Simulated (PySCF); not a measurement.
## Xe (xenon, neutral) across methods

[Kr] 4d10 5s1 5p6 5d1, high-spin 3D determinant (an excited configuration). Calculation: PySCF 2.14, in aug-cc-pVQZ-PP with ECP28MDF; scalar relativity through the core potential.

```
method  E (hartree)  mean ε 5p α (eV)  mean ε 5p β (eV)  mean ε 5d α (eV)  Σ⟨r²⟩ (bohr²)   ⟨S²⟩
M06-2X    -328.4251           -14.647           -12.616            -0.878          72.26  2.012
   UHF   -327.38160           -16.773           -13.346            -1.529          73.09  2.011
  BLYP    -328.4876           -11.455           -10.679             0.192          72.70  2.001
   LDA    -328.0887           -11.790           -11.002             0.095          72.06  2.000
  PBE0    -328.5280           -13.155           -11.711            -0.478          71.97  2.002
   PBE    -328.5241           -11.676           -10.789             0.018          72.21  2.001
  TPSS    -328.4145           -11.820           -10.848             0.043          72.07  2.001
 B97-3    -328.5748           -13.213           -11.727            -0.378          72.20  2.003
```

(1) Estimate the same row for r2SCAN.

Energies and moments cover only the electrons outside the core potential. The outer electron is Rydberg-like, and this basis confines it to a smaller radius and binds it less than a complete one would.

The highest occupied level is positive at BLYP, LDA, PBE, TPSS: only the finite basis holds that electron, which in a density functional comes from self-interaction.

Answers

(1) E (hartree) = -328.6418; mean ε 5p α (eV) = -12.175; mean ε 5p β (eV) = -11.019; mean ε 5d α (eV) = -0.011; Σ⟨r²⟩ (bohr²) = 71.93; ⟨S²⟩ = 2.003.
